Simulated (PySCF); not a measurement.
Zn(F)(SMe) (CH₃FSZn), SMILES C[S][Zn][F]. Atoms are numbered in the order given.

```xyz
7

Zn     0.0801    -0.7028     0.0000
F     -0.3853    -2.3892     0.0000
S      0.6774     1.3854     0.0000
C     -0.9783     2.2033     0.0000
H     -1.5603     1.9580    -0.8992
H     -0.7823     3.2849     0.0000
H     -1.5603     1.9580     0.8992
```
Charge 0, spin multiplicity 1.

Geometry: B3LYP-D3(BJ)/def2-SVP. The structure was generated by enumeration; whether it is a known compound was not checked. Other conformers were not sampled.

The numbers are results of PBE/def2-TZVP (PySCF), not measurements.

ESP charges are fitted to the potential on shells at 1.4 to 2.0 van der Waals radii. Atomic charges (e):

| atom | meta-Löwdin | ESP fit | Löwdin |
|---|---|---|---|
| Zn1 | 1.17 | 0.73 | 0.19 |
| F2 | [?] | -0.47 | -0.29 |
| S3 | [?] | -0.38 | 0.27 |
| C4 | -0.40 | -0.25 | -0.51 |
| H5 | [?] | 0.09 | 0.11 |
| H6 | [?] | 0.18 | 0.12 |
| H7 | [?] | 0.09 | 0.11 |

**Question.** Complete the blanks. (An estimate is asked for; the answer gives what the named calculation found.)

**Answer.** 
- F2, meta-Löwdin: -0.71
- S3, meta-Löwdin: -0.47
- H5, meta-Löwdin: 0.13
- H6, meta-Löwdin: 0.14
- H7, meta-Löwdin: 0.13
